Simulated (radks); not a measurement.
Spherical quantum dot in the effective-mass picture: electrons in a hard-walled sphere of radius 11.8, with a point charge +1 (a donor) at the centre, all in effective atomic units (hartree* = m*/eps^2 hartree, bohr* = eps/m* bohr), one dielectric constant everywhere. Method: non-relativistic Kohn-Sham, LDA (Slater exchange, Perdew-Wang correlation), spin-polarised, spherical densities; computed with a radial shooting solver with Libxc functionals. Levels are named by radial order and angular momentum (1s, 1p, 1d, 2s, ...), and open shells are averaged over m.

N = 4, configuration 1s2 1p(up 1, down 0) 2s(up 1, down 0). This is the lowest configuration that the search found (a dilute case). Occupied and some empty levels:

level,occupation,eigenvalue (hartree*),<r> (bohr*)
1s up,1,0.26668,2.782
1s down,1,0.30080,4.522
2s up,1,0.32085,6.968
1p up,1,0.32787,7.815
1p down,0,0.34222,7.782
2s down,0,0.34871,5.569
1d up,0,0.36449,8.161
1d down,0,0.37924,8.155
1f up,0,0.41316,8.434
1f down,0,0.42802,8.442
1g up,0,0.47281,8.664
1g down,0,0.48759,8.678
2p up,0,0.49312,6.042
2p down,0,0.50246,6.076

Energy (hartree*): total -0.0459479, kinetic 0.64644, external -1.5573, Hartree 1.4366, exchange-correlation -0.57170.
